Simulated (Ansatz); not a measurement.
Cost and result for the atomization energy of BClGeH5NO, SMILES `OB(Cl)[NH][GeH3]` (10 atoms, 9 bonds).

```xyz
10

O     0.8737   -0.9245    2.2290
B     0.0790   -0.5084    1.2056
Cl   -1.6741   -0.6622    1.4826
N     0.5100    0.0197   -0.0219
Ge   -0.5842    0.5839   -1.4096
H     1.8132   -0.8321    2.0583
H     1.5000    0.1118   -0.1895
H     0.3880    1.0634   -2.5006
H    -1.4300   -0.5894   -1.9179
H    -1.4757    1.7378   -0.9359
```

Charge 0, multiplicity 1. Correlated methods include outer-core shells of Ge, which these sets cover unevenly. Scalar relativity is left out up to krypton. The structure was optimised at the PBE0-D4/def2-TZVP level. It is one conformer, not always the lowest. Program: Ansatz. All runs use 4 threads of an Arm Neoverse V2 on a shared host. Times are those of one run each, without the atoms' runs, and a repeat can differ threefold. Electronic energies, without spin–orbit coupling; frozen cores. CCSD(T)/CBS adds CCSD(T) − MP2 in def2-TZVPP to the MP2 limit, and its time is that of the two runs behind it. T1 = 0.012. With those shells the extrapolation isn't a true limit. B3LYP takes the VWN-RPA correlation (the form of Gaussian; ORCA's B3LYP/G).

CCSD(T)/CBS is a level of theory with its own doubt, some kJ/mol a heavy atom from the limit and from the frozen cores, so smaller differences don't rank the functionals.

```json
{"level": "PBE-D4/def2-TZVPP (with forces)", "functions": "253", "wall time": "2.3 s", "atomization (kcal/mol)": "855.5", "difference from CCSD(T)/CBS": "11.8", "per bond": "1.3"}
{"level": "PBE0-D4/def2-TZVPP", "functions": "253", "wall time": "2.9 s", "atomization (kcal/mol)": "840.0", "difference from CCSD(T)/CBS": "-3.7", "per bond": "-0.4"}
{"level": "BHLYP-D4/def2-TZVPP", "functions": "253", "wall time": "3.2 s", "atomization (kcal/mol)": "816.4", "difference from CCSD(T)/CBS": "-27.3", "per bond": "-3.0"}
{"level": "CAM-B3LYP-D4/def2-TZVPP", "functions": "253", "wall time": "3.6 s", "atomization (kcal/mol)": "846.6", "difference from CCSD(T)/CBS": "2.9", "per bond": "0.3"}
{"level": "B3LYP-D4/def2-TZVPP (with forces)", "functions": "253", "wall time": "4.5 s", "atomization (kcal/mol)": "840.2", "difference from CCSD(T)/CBS": "-3.5", "per bond": "-0.4"}
{"level": "r2SCAN-D4/def2-TZVPP (with forces)", "functions": "253", "wall time": "4.7 s", "atomization (kcal/mol)": "845.5", "difference from CCSD(T)/CBS": "1.8", "per bond": "0.2"}
{"level": "r2SCANh-D4/def2-TZVPP", "functions": "253", "wall time": "5.5 s", "atomization (kcal/mol)": "839.3", "difference from CCSD(T)/CBS": "-4.4", "per bond": "-0.5"}
{"level": "B2PLYP/def2-TZVPP", "functions": "253", "wall time": "5.5 s", "atomization (kcal/mol)": "833.0", "difference from CCSD(T)/CBS": "-10.7", "per bond": "-1.2"}
{"level": "ωB97X-V/def2-TZVPP", "functions": "253", "wall time": "7.5 s", "atomization (kcal/mol)": "847.0", "difference from CCSD(T)/CBS": "3.3", "per bond": "0.4"}
{"level": "CCSD(T)/def2-SVP", "functions": "117", "wall time": "7.5 s", "atomization (kcal/mol)": "792.7", "difference from CCSD(T)/CBS": "-51.0", "per bond": "-5.7"}
{"level": "MP2/def2-QZVPP", "functions": "480", "wall time": "21 s", "atomization (kcal/mol)": "851.7", "difference from CCSD(T)/CBS": "8.0", "per bond": "0.9"}
{"level": "CCSD(T)/def2-TZVPP", "functions": "253", "wall time": "3.4 min", "atomization (kcal/mol)": "821.9", "difference from CCSD(T)/CBS": "-21.8", "per bond": "-2.4"}
{"level": "CCSD(T)/CBS(def2)", "functions": "–", "wall time": "3.7 min", "atomization (kcal/mol)": "843.7", "difference from CCSD(T)/CBS": "0.0", "per bond": "0.0"}
```

From BLYP to BHLYP (50 % exact exchange), in def2-TZVPP and without D4, the atomization energy moves by −17.6 kcal/mol: exact exchange takes away binding that semilocal exchange gives to molecules. Leaving LDA and LC-ωPBE aside and taking each functional with its dispersion term where it has one, the values spread over 39.2 kcal/mol, from BHLYP-D4 to PBE-D4. LDA lies +120.1 kcal/mol from PBE without D4, its usual overbinding. The D4 term adds +9.0 kcal/mol with B3LYP and +4.7 kcal/mol with PBE0; it sums over pairs of atoms, weighted by their polarisabilities, and B3LYP, whose exchange is more repulsive, gets the larger term.

For some Ge, Se and Sn compounds the MP2-based and the directly extrapolated limit differ by 10 to 25 kJ/mol.
